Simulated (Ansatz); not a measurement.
Mulliken charges of CHBCl2O (`ClC1(Cl)BO1`) from r2SCAN/def2-TZVPP in Ansatz (PBE0-D4/def2-TZVP geometry).

| atom | x (Å) | y (Å) | z (Å) | charge (e) |
| --- | --- | --- | --- | --- |
| Cl1 | -0.810 | -1.721 | -0.847 | -0.081 |
| C2 | 0.101 | -0.519 | 0.023 | 0.245 |
| Cl3 | 1.304 | -1.214 | 1.072 | -0.081 |
| B4 | -0.305 | 0.929 | 0.087 | 0.063 |
| O5 | 0.608 | 0.549 | -0.817 | -0.195 |
| H6 | -0.856 | 1.913 | 0.435 | 0.049 |

**Question.** By hand: the dipole of these point charges (1 e Å = 4.8032 D).

**Answer.** Σ q r = (-0.195, 0.156, 0.174) e Å, of length 0.304 e Å = 1.46 D.

**Question.** How does the dipole of the full density compare? (Estimate.)

**Answer.** Computed: (-0.180, 0.275, 0.125) e Å, 1.69 D; the point charges give 0.86 times that, at 21° from its direction.

Point charges leave out the atoms' own dipoles, such as those of lone pairs, and Mulliken's split depends on the basis, so the two needn't agree.
